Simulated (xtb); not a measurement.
Input for xtb: GFN2-xTB on C4H12 (a complex), monomers drawn apart or pushed together.

```
$ xtb mol.xyz --gfn 2 --sp --chrg 0 --uhf 0
16

C      0.01762363     0.15924781     0.17468270
H      0.11246673     0.26709414    -0.90488551
H     -0.89601535    -0.38639794     0.40612942
H      0.87463858    -0.38907786     0.56258783
H     -0.02230556     1.14428219     0.63701222
C      0.41518710    -1.32453125     4.30663905
C      0.48452463     0.19445607     4.43843821
C     -0.89339300     0.85071201     4.42708481
H      1.40998450    -1.77425896     4.31338204
H     -0.15484723    -1.76363368     5.12926804
H     -0.07559068    -1.61410091     3.37457409
H      1.08841692     0.60294110     3.62333363
H      1.00539205     0.45649653     5.36423238
H     -0.82222821     1.93618882     4.51982454
H     -1.42417990     0.62930829     3.49828029
H     -1.50842357     0.48507462     5.25323407
```

Program output:

```
[...]
           -------------------------------------------------
          |                Calculation Setup                |
           -------------------------------------------------



molecular fragmentation (1/2 indicates fragments):
1111122222222222
# atoms in fragment 1/2:     5    11
 fragment masses (1/2) :       16.04       44.10
CMA distance (Bohr)    :   7.980
constraining FC (au)   :  0.0500

           -------------------------------------------------
          |                 G F N 2 - x T B                 |
           -------------------------------------------------

        Reference                      10.1021/acs.jctc.8b01176
      * Hamiltonian:
        H0-scaling (s, p, d)           1.850000    2.230000    2.230000
        zeta-weighting                 0.500000
      * Dispersion:
        s8                             2.700000
        a1                             0.520000
        a2                             5.000000
        s9                             5.000000
      * Repulsion:
        kExp                           1.500000    1.000000
        rExp                           1.000000
      * Coulomb:
        alpha                          2.000000
        third order                    shell-resolved
        anisotropic                    true
        a3                             3.000000
        a5                             4.000000
        cn-shift                       1.200000
        cn-exp                         4.000000
        max-rad                        5.000000


          ...................................................
          :                      SETUP                      :
          :.................................................:
          :  # basis functions                  28          :
          :  # atomic orbitals                  28          :
          :  # shells                           20          :
          :  # electrons                        28          :
          :  max. iterations                   250          :
          :  Hamiltonian                  GFN2-xTB          :
          :  restarted?                      false          :
          :  GBSA solvation                  false          :
          :  PC potential                    false          :
          :  electronic temp.          300.0000000     K    :
          :  accuracy                    1.0000000          :
          :  -> integral cutoff          0.2500000E+02      :
          :  -> integral neglect         0.1000000E-07      :
          :  -> SCF convergence          0.1000000E-05 Eh   :
          :  -> wf. convergence          0.1000000E-03 e    :
          :  Broyden damping             0.4000000          :
          :  net charge                          0          :
          :  unpaired electrons                  0          :
          ...................................................

 iter      E             dE          RMSdq      gap      omega  full diag
   1    -14.8605249 -0.148605E+02  0.254E+00   14.65       0.0  T
   2    -14.9046797 -0.441548E-01  0.123E+00   14.28       1.0  T
   3    -14.9051741 -0.494450E-03  0.654E-01   14.26       1.0  T
   4    -14.9053072 -0.133121E-03  0.990E-02   14.25       1.0  T
   5    -14.9053184 -0.111855E-04  0.558E-02   14.25       1.0  T
   6    -14.9053190 -0.596062E-06  0.293E-03   14.25       8.5  T
   7    -14.9053190 -0.125017E-07  0.122E-03   14.25      20.5  T
   8    -14.9053190 -0.122373E-08  0.173E-04   14.25     144.6  T
   9    -14.9053190 -0.756373E-11  0.316E-05   14.25     790.0  T

   *** convergence criteria satisfied after 9 iterations ***

         #    Occupation            Energy/Eh            Energy/eV
      -------------------------------------------------------------
         1        2.0000           -0.6119911             -16.6531
       ...           ...                  ...                  ...
         8        2.0000           -0.4669632             -12.7067
         9        2.0000           -0.4666749             -12.6989
        10        2.0000           -0.4666318             -12.6977
        11        2.0000           -0.4579245             -12.4608
        12        2.0000           -0.4381069             -11.9215
        13        2.0000           -0.4341505             -11.8138
        14        2.0000           -0.4220141             -11.4836 (HOMO)
        15                          0.1016758               2.7667 (LUMO)
        16                          0.1323531               3.6015
        17                          0.1354520               3.6858
        18                          0.1565243               4.2592
        19                          0.1619760               4.4076
       ...                                ...                  ...
        28                          0.2939705               7.9993
      -------------------------------------------------------------
                  HL-Gap            0.5236899 Eh           14.2503 eV
             Fermi-level           -0.1601692 Eh           -4.3584 eV

 SCC (total)                   0 d,  0 h,  0 min,  0.006 sec
 SCC setup                      ...        0 min,  0.000 sec (  1.485%)
 Dispersion                     ...        0 min,  0.000 sec (  1.267%)
 classical contributions        ...        0 min,  0.000 sec (  0.442%)
 integral evaluation            ...        0 min,  0.001 sec ( 11.813%)
 iterations                     ...        0 min,  0.003 sec ( 51.144%)
 molecular gradient             ...        0 min,  0.002 sec ( 31.874%)
 printout                       ...        0 min,  0.000 sec (  1.800%)

         :::::::::::::::::::::::::::::::::::::::::::::::::::::
         ::                     SUMMARY                     ::
         :::::::::::::::::::::::::::::::::::::::::::::::::::::
         :: total energy             -14.676739430905 Eh    ::
         :: gradient norm              0.013599176188 Eh/a0 ::
         :: HOMO-LUMO gap             14.250327845543 eV    ::
         ::.................................................::
         :: SCC energy               -14.905288986879 Eh    ::
         :: -> isotropic ES            0.004337996653 Eh    ::
         :: -> anisotropic ES          0.006677932784 Eh    ::
         :: -> anisotropic XC          0.010983144751 Eh    ::
         :: -> dispersion             -0.005808733719 Eh    ::
         :: repulsion energy           0.228549555974 Eh    ::
         :: add. restraining           0.000000000000 Eh    ::
         :: total charge              -0.000000000000 e     ::
         :::::::::::::::::::::::::::::::::::::::::::::::::::::

           -------------------------------------------------
          |                Property Printout                |
           -------------------------------------------------

    * Orbital Energies and Occupations

         #    Occupation            Energy/Eh            Energy/eV
      -------------------------------------------------------------
         1        2.0000           -0.6119911             -16.6531
         2        2.0000           -0.5830136             -15.8646
         3        2.0000           -0.5804057             -15.7936
         4        2.0000           -0.5532510             -15.0547
         5        2.0000           -0.5052344             -13.7481
         6        2.0000           -0.4956075             -13.4862
         7        2.0000           -0.4747286             -12.9180
         8        2.0000           -0.4669632             -12.7067
         9        2.0000           -0.4666749             -12.6989
        10        2.0000           -0.4666318             -12.6977
        11        2.0000           -0.4579245             -12.4608
        12        2.0000           -0.4381069             -11.9215
        13        2.0000           -0.4341505             -11.8138
        14        2.0000           -0.4220141             -11.4836 (HOMO)
        15                          0.1016758               2.7667 (LUMO)
        16                          0.1323531               3.6015
        17                          0.1354520               3.6858
        18                          0.1565243               4.2592
        19                          0.1619760               4.4076
        20                          0.1766505               4.8069
        21                          0.1996163               5.4318
        22                          0.2162953               5.8857
        23                          0.2181251               5.9355
        24                          0.2191376               5.9630
        25                          0.2242867               6.1032
       ...                                ...                  ...
        28                          0.2939705               7.9993
      -------------------------------------------------------------
                  HL-Gap            0.5236899 Eh           14.2503 eV
             Fermi-level           -0.1601692 Eh           -4.3584 eV

     #   Z          covCN         q      C6AA      α(0)
     1   6 C        3.699    -0.151    23.607     6.949
     2   1 H        0.925     0.037     2.490     2.468
     3   1 H        0.925     0.037     2.494     2.470
     4   1 H        0.925     0.039     2.462     2.454
     5   1 H        0.925     0.039     2.463     2.454
     6   6 C        3.750    -0.100    22.475     6.761
     7   6 C        3.798    -0.046    21.398     6.586
     8   6 C        3.750    -0.100    22.475     6.761
     9   1 H        0.924     0.029     2.594     2.519
    10   1 H        0.924     0.032     2.562     2.503
    11   1 H        0.924     0.034     2.532     2.489
    12   1 H        0.924     0.029     2.604     2.523
    13   1 H        0.924     0.027     2.632     2.537
    14   1 H        0.924     0.029     2.594     2.519
    15   1 H        0.924     0.034     2.532     2.488
    16   1 H        0.924     0.032     2.562     2.503

 Mol. C6AA /au·bohr⁶  :       1447.298557
 Mol. C8AA /au·bohr⁸  :      28318.654322
 Mol. α(0) /au        :         56.984506


Wiberg/Mayer (AO) data.
largest (>0.10) Wiberg bond orders for each atom

 ---------------------------------------------------------------------------
     #   Z sym  total        # sym  WBO       # sym  WBO       # sym  WBO
 ---------------------------------------------------------------------------
     1   6 C    3.994 --     2 H    0.999     3 H    0.999     5 H    0.998
                             4 H    0.998
     2   1 H    0.999 --     1 C    0.999
     3   1 H    0.999 --     1 C    0.999
     4   1 H    0.998 --     1 C    0.998
     5   1 H    0.998 --     1 C    0.998
     6   6 C    3.997 --     7 C    1.020    10 H    0.988     9 H    0.988
                            11 H    0.988
     7   6 C    3.998 --     8 C    1.020     6 C    1.020    13 H    0.979
                            12 H    0.979
     8   6 C    3.997 --     7 C    1.020    16 H    0.988    14 H    0.988
                            15 H    0.988
     9   1 H    0.999 --     6 C    0.988
    10   1 H    0.999 --     6 C    0.988
    11   1 H    0.999 --     6 C    0.988
    12   1 H    0.999 --     7 C    0.979
    13   1 H    0.999 --     7 C    0.979
    14   1 H    0.999 --     8 C    0.988
    15   1 H    0.999 --     8 C    0.988
    16   1 H    0.999 --     8 C    0.988
 ---------------------------------------------------------------------------

Topologies differ in total number of bonds
Writing topology from bond orders to xtbtopo.mol

molecular dipole:
                 x           y           z       tot (Debye)
 q only:       -0.001      -0.000      -0.009
   full:       -0.004      -0.002      -0.006       0.021
molecular quadrupole (traceless):
                xx          xy          yy          xz          yz          zz
 q only:        0.135      -0.023       0.163      -0.037       0.001      -0.298
Note: The following floating-point exceptions are signalling: IEEE_UNDERFLOW_FLAG IEEE_DENORMAL
normal termination of xtb
  q+dip:       -0.051       0.259      -0.316      -0.084      -0.099       0.367
   full:        0.023       0.110      -0.087      -0.080      -0.062       0.065


           -------------------------------------------------
          | TOTAL ENERGY              -14.676739430905 Eh   |
          | GRADIENT NORM               0.013599176188 Eh/α |
          | HOMO-LUMO GAP              14.250327845543 eV   |
           -------------------------------------------------

------------------------------------------------------------------------
------------------------------------------------------------------------
 total:
 SCF:
```

The run finished.

Cost: about 0.03 core-seconds (a rough figure).
